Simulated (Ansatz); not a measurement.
Consider the cleavage of the Ge–Si bond: `F[SiH2][GeH3]` + `S[SiH2]Cl` → `Cl[SiH2][S][GeH3]` + `F[SiH3]`.

Isolated molecules relaxed with PBE0-D4/def2-TZVP in Ansatz; ΔE leaves out vibrations. CBS: MP2 limit from def2 TZ/QZ plus the TZ coupled-cluster correction, frozen cores. This one scheme is used for every species. Functionals use def2-TZVPP. For Ge outer-core shells are correlated without core-valence functions, which leaves a few kJ/mol of doubt a bond. Scalar relativity is left out up to krypton. One conformer a species, not always the lowest.

`F[SiH2][GeH3]`:

Cartesian coordinates in Å:
```
F 1.391 1.610 0.832
Si 0.431 0.342 1.053
Ge -0.448 -0.366 -1.042
H 1.238 -0.731 1.688
H -0.654 0.752 1.981
H -1.279 0.750 -1.694
H -1.359 -1.585 -0.815
H 0.680 -0.772 -2.003
```

`S[SiH2]Cl`:

```xyz
6

S     0.517   -1.412    0.804
Si   -0.406    0.301   -0.039
Cl   -0.260    0.362   -2.086
H     1.767   -0.998    0.530
H     0.215    1.545    0.464
H    -1.834    0.201    0.327
```

`Cl[SiH2][S][GeH3]`:

```xyz
9

Cl   -0.227   -2.384    2.508
Si   -0.271   -0.702    1.340
S     1.094   -0.975   -0.257
Ge    0.349    0.752   -1.461
H     0.106    0.450    2.190
H    -1.652   -0.521    0.830
H     1.534    1.219   -2.312
H    -0.824    0.299   -2.339
H    -0.108    1.862   -0.499
```

`F[SiH3]`:

Z-matrix (Å, degrees):
```
Si
F 1 1.600
H 1 1.482 2 108.3
H 1 1.482 2 108.3 3 -120.0
H 1 1.482 2 108.3 3 120.0
```

```
             level  ΔE (kcal/mol)
           BLYP-D4           -7.7
             BHLYP           -8.8
RPA@PBE/def2-TZVPP           -9.6
SCS-MP2/def2-QZVPP          -11.6
```

**Question.** What does CCSD(T)/CBS give? (Estimate.)

**Answer.** The calculation gave: -9.5 kcal/mol. The listed levels differ from it by 1.8, 0.7, -0.1, -2.1 kcal/mol.

**Question.** What do rigid-rotor, harmonic-oscillator terms from PBE0-D4/def2-TZVP frequencies (298.15 K, 1 bar) make of the CCSD(T)/CBS value? (Estimate.)

**Answer.** Computed: ΔZPE = +0.4 kcal/mol, ΔH = -9.1 kcal/mol, ΔS = -7 J/(mol·K), ΔG = -8.6 kcal/mol. Modes under 50 cm⁻¹ make the entropy rough.

Largest T1 diagnostic among the species: 0.012.

Leaving LDA and LC-ωPBE aside and taking each functional with its dispersion term where it has one, the values, not all of them listed here, spread over 3.5 kcal/mol, from BHLYP-D4 to PBE-D4. From PBE to PBE0 (25 % exact exchange), in def2-TZVPP and without D4, ΔE moves by −1.3 kcal/mol. The D4 term adds −1.3 kcal/mol with B3LYP and −0.7 kcal/mol with PBE0; it sums over pairs of atoms, weighted by their polarisabilities, and B3LYP, whose exchange is more repulsive, gets the larger term.

B3LYP here is the variant with VWN-RPA as its local correlation; programs differ in this.
